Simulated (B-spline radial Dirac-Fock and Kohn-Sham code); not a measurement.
# Binding energies of Ni in different valence configurations

Method: Dirac-Fock ΔSCF + Breit + QED. Computed with a radial finite-basis atomic code. Electron correlation is not included.

Reference: the tabulated ground configuration [Ar] 3d8 4s2, with 1s 8345.6 eV, 2s 1027.0 eV, 2p1/2 886.2 eV, 2p3/2 869.1 eV, 3p1/2 84.84 eV, 3p3/2 82.67 eV, Kα1 7476.5 eV, Kβ1 8262.9 eV.

Task: One of these configurations gives the following shifts from the reference, in eV: average energy +8.01, 1s +10.06, 2s +11.13, 2p1/2 +10.98, 2p3/2 +10.99, 3p1/2 +8.59, 3p3/2 +8.53, Kα1 -0.93, Kβ1 +1.53. Which?
A. [Ar] 3d8 4s1 4p1
B. [Ar] 3d7 4s2 4p1
C. [Ar] 3d9 4s1
D. [Ar] 3d10

Result: B. The others give [Ar] 3d9 4s1: 1s -7.33; [Ar] 3d8 4s1 4p1: 1s +1.68; [Ar] 3d10: 1s -12.98.
